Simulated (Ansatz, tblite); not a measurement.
Cost and result up the ladder for the cluster Sn3⁻ (the lowest doublet isomer of a short search) (3 atoms). Charge -1, multiplicity 2. Geometry: r2SCAN-D4/def2-SVPD.

```xyz
3

Sn    0.0346    1.4498   -0.8544
Sn    1.1880   -0.5066    1.0795
Sn   -1.2227   -0.9432   -0.2250
```

Ansatz on 4 threads of AMD EPYC 9R45 on a shared host; xTB runs through tblite on one thread. Times are rough, summed over both states, and most runs start from the orbitals of an earlier one. RPA@PBE/def2-TZVPD serves as the yardstick here, not as an exact answer. The other state is a quartet at its own geometry.

In the def2 sets Sn takes a core potential; there is no spin–orbit coupling. The xTB rows come from tblite. B3LYP takes the VWN-RPA correlation. HSE06 is defined as in plane-wave codes, on full-range PBE exchange. Correlated methods freeze 12 core orbitals; core or outer-core shells of Sn are correlated, in sets that lack core-valence functions. The structure comes from a short search, and lower isomers may exist.

Run but left out: HF/def2-SVPD, HF/def2-TZVPD, MP2/def2-SVPD, MP2/def2-TZVPD (doublet: ⟨S²⟩ 1.07, where a pure state has 0.75); LC-ωPBE/def2-TZVPD, PBE-QIDH/def2-TZVPD, CCSD/def2-SVPD, CCSD(T)/def2-SVPD (quartet: ⟨S²⟩ 4.16 to 4.38, where a pure state has 3.75).

Correlated methods converge slowly with the basis.

xTB has no spin-polarisation term.

| level | functions | wall time |
| --- | --- | --- |
| GFN1-xTB | 27 | 0.004 s |
| GFN2-xTB | 27 | 0.006 s |
| LDA (SPW92)/def2-TZVPD | 168 | 1.4 s |
| PBE-D4/def2-TZVPD | 168 | 2.2 s |
| HSE06-D4/def2-TZVPD | 168 | 4.2 s |
| r2SCAN-D4/def2-TZVPD (with forces) | 168 | 4.5 s |
| RPA@PBE/def2-TZVPD | 168 | 5.2 s |
| PBE0-D4/def2-TZVPD | 168 | 6.6 s |
| B3LYP-D4/def2-TZVPD | 168 | 7.1 s |

(1) Estimate what each level gives for the quartet − doublet (eV).

## Answers

(1) 
```json
{"level": "GFN1-xTB", "quartet − doublet (eV)": "2.10", "difference from RPA@PBE/def2-TZVPD (eV)": "1.02", "remarks": "–"}
{"level": "GFN2-xTB", "quartet − doublet (eV)": "1.91", "difference from RPA@PBE/def2-TZVPD (eV)": "0.82", "remarks": "–"}
{"level": "LDA (SPW92)/def2-TZVPD", "quartet − doublet (eV)": "1.25", "difference from RPA@PBE/def2-TZVPD (eV)": "0.17", "remarks": "HOMO above zero (quartet)"}
{"level": "PBE-D4/def2-TZVPD", "quartet − doublet (eV)": "1.06", "difference from RPA@PBE/def2-TZVPD (eV)": "-0.02", "remarks": "HOMO above zero (doublet), HOMO above zero (quartet)"}
{"level": "HSE06-D4/def2-TZVPD", "quartet − doublet (eV)": "1.03", "difference from RPA@PBE/def2-TZVPD (eV)": "-0.06", "remarks": "HOMO above zero (quartet), spin-contaminated (⟨S²⟩ 3.87) (quartet)"}
{"level": "r2SCAN-D4/def2-TZVPD (with forces)", "quartet − doublet (eV)": "0.97", "difference from RPA@PBE/def2-TZVPD (eV)": "-0.11", "remarks": "HOMO above zero (quartet), spin-contaminated (⟨S²⟩ 3.90) (quartet)"}
{"level": "RPA@PBE/def2-TZVPD", "quartet − doublet (eV)": "1.08", "difference from RPA@PBE/def2-TZVPD (eV)": "0.00", "remarks": "–"}
{"level": "PBE0-D4/def2-TZVPD", "quartet − doublet (eV)": "1.03", "difference from RPA@PBE/def2-TZVPD (eV)": "-0.05", "remarks": "HOMO above zero (quartet), spin-contaminated (⟨S²⟩ 3.88) (quartet)"}
{"level": "B3LYP-D4/def2-TZVPD", "quartet − doublet (eV)": "1.09", "difference from RPA@PBE/def2-TZVPD (eV)": "0.01", "remarks": "HOMO above zero (quartet)"}
```
